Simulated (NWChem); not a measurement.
System: PbNH3O, singlet; SMILES [NH2][Pb][OH]

```xyz
6

Pb     0.2745    -0.0176     0.0000
O     -1.1693    -1.5579     0.0000
H     -2.0769    -1.2305     0.0000
N     -1.1463     1.5840     0.0000
H     -2.1576     1.4811     0.0000
H     -0.8947     2.5684     0.0000
```
Atoms are numbered in this order, from 1.

Computed with NWChem. Low-valent species are run as closed-shell singlets; no triplet was tried in these runs. Coordinates come from a PBE0/def2-SVP optimisation. def2 effective core potentials on Pb; no spin-orbit coupling. Level SCAN/def2-SVP: energy and gradient on several grids; changes count from the extra-fine grid, which is no exact limit either.

```csv
grid,size of the energy change (μHa),largest change of a gradient component (μHa/bohr),"time, medium = 1 (rough)"
xcoarse,10000,9000,about 1
coarse,4000,2000,about 1
medium,4000,800,about 1
fine,700,500,about 1
xfine,< 10,< 30,2
```
